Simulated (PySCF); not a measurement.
Gas-phase reaction: GeH2 + GeCl3 + 3 Cl → 2 GeHCl3

Computed with PySCF and rigid-rotor harmonic-oscillator thermochemistry at 1 bar. † marks an energy on the PBE0/def2-TZVP geometry and frequencies; other levels use their own. MP2 freezes the core. 6-31G* has spherical d functions here. Open shells (unrestricted): GeCl3 (multiplicity 2), Cl (multiplicity 2, electronic degeneracy 6); the rest are closed-shell singlets. Spin-orbit splitting is ignored; it lowers the true energy and changes the entropy of Cl. Ge: all electrons, no relativistic terms. GeH2, GeCl3: computed as isolated molecules; such fragments, hydroxides, amides, oligomers or adducts are transient or little studied in the gas. MP2 isn't extrapolated to the basis-set limit; its ΔH°(298 K) is -1081.3 kJ in def2-SVP and -1164.9 kJ in def2-TZVPP. The harmonic model lacks anharmonicity and excited electronic states, which grow with temperature; levels with a mode under 35 cm⁻¹ are left out.

```json
[
 {"level": "BLYP/def2-TZVP†", "ΔE electronic, kJ": "-1007", "ΔH°(298 K), kJ": "-992", "ΔS°(298 K), J/K": "-402", "ΔG°(1400 K), kJ": "-430"},
 {"level": "HF/6-31G*", "ΔE electronic, kJ": "-811", "ΔH°(298 K), kJ": "-794", "ΔS°(298 K), J/K": "-404", "ΔG°(1400 K), kJ": "-229"},
 {"level": "HF/def2-TZVP†", "ΔE electronic, kJ": "-859", "ΔH°(298 K), kJ": "-844", "ΔS°(298 K), J/K": "-402", "ΔG°(1400 K), kJ": "-283"},
 {"level": "MP2/def2-SVP†", "ΔE electronic, kJ": "-1097", "ΔH°(298 K), kJ": "-1081", "ΔS°(298 K), J/K": "-402", "ΔG°(1400 K), kJ": "-520"},
 {"level": "MP2/def2-TZVPP†", "ΔE electronic, kJ": "-1180", "ΔH°(298 K), kJ": "-1165", "ΔS°(298 K), J/K": "-402", "ΔG°(1400 K), kJ": "-603"},
 {"level": "PBE/def2-SVP", "ΔE electronic, kJ": "-1110", "ΔH°(298 K), kJ": "-1095", "ΔS°(298 K), J/K": "-401", "ΔG°(1400 K), kJ": "-535"},
 {"level": "PBE/def2-TZVP†", "ΔE electronic, kJ": "-1109", "ΔH°(298 K), kJ": "-1094", "ΔS°(298 K), J/K": "-402", "ΔG°(1400 K), kJ": "-532"},
 {"level": "LDA/def2-TZVP†", "ΔE electronic, kJ": "-1285", "ΔH°(298 K), kJ": "-1269", "ΔS°(298 K), J/K": "-402", "ΔG°(1400 K), kJ": "-708"},
 {"level": "ωB97M-V/def2-TZVP†", "ΔE electronic, kJ": "-1124", "ΔH°(298 K), kJ": "-1109", "ΔS°(298 K), J/K": "-402", "ΔG°(1400 K), kJ": "-547"},
 {"level": "ωB97X-V/def2-TZVP†", "ΔE electronic, kJ": "-1137", "ΔH°(298 K), kJ": "-1122", "ΔS°(298 K), J/K": "-402", "ΔG°(1400 K), kJ": "-560"}
]
```
ΔH° is lowest at LDA/def2-TZVP† and highest at HF/6-31G*. No reference value is set beside these.
